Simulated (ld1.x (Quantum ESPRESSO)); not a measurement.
**u(r) = r·R(r): atom against pseudo-atom (C)**

Columns: radius, all-electron u(r) and pseudo u(r) of the 2p shell (level -17.13 eV) of carbon in the configuration [He] 2s2 2p1; LDA (PZ), non-relativistic, RRKJ scheme, ld1.x (Quantum ESPRESSO) 7.5.

| r (bohr) | all-electron | pseudo |
| --- | --- | --- |
| 0.072 | 0.0311 | 0.0144 |
| 0.145 | 0.1031 | 0.0571 |
| 0.217 | 0.1916 | 0.1229 |
| 0.290 | 0.2857 | 0.2078 |
| 0.362 | 0.3755 | 0.3024 |
| 0.435 | 0.4590 | 0.4015 |
| 0.507 | 0.5321 | 0.4957 |
| 0.580 | 0.5958 | 0.5817 |
| 0.652 | 0.6485 | 0.6532 |
| 0.725 | 0.6918 | 0.7101 |
| 0.798 | 0.7255 | 0.7512 |
| 0.870 | 0.7502 | 0.7774 |
| 0.942 | 0.7671 | 0.7916 |
| 1.015 | 0.7771 | 0.7963 |
| 1.088 | 0.7808 | 0.7940 |
| 1.160 | 0.7790 | 0.7869 |
| 1.232 | 0.7727 | 0.7765 |
| 1.305 | 0.7623 | 0.7636 |
| 1.378 | 0.7486 | 0.7488 |
| 1.450 | 0.7323 | 0.7323 |
| 1.522 | 0.7139 | 0.7139 |
| 1.595 | 0.6934 | 0.6934 |
| 1.668 | 0.6715 | 0.6715 |
| 1.740 | 0.6490 | 0.6490 |
| 1.812 | 0.6257 | 0.6257 |
| 1.885 | 0.6016 | 0.6016 |

Q: How many radial nodes do the two functions have?

A: The all-electron 2p function has n − l − 1 = 0; the pseudo-wave has 0.

Q: At about which radius was the pseudo-wave matched?

A: 1.45 bohr, where the columns begin to agree (steps of 0.07 bohr).

Q: Where does each function peak?

A: Outermost all-electron maximum near 1.09 bohr, pseudo maximum near 1.01 bohr (to the table’s step).

Q: Is the pseudo-wave norm-conserving?

A: Yes: the RRKJ scheme keeps the norm inside the radius equal to the all-electron one, which fixes the energy derivative of the logarithmic derivative at the level.
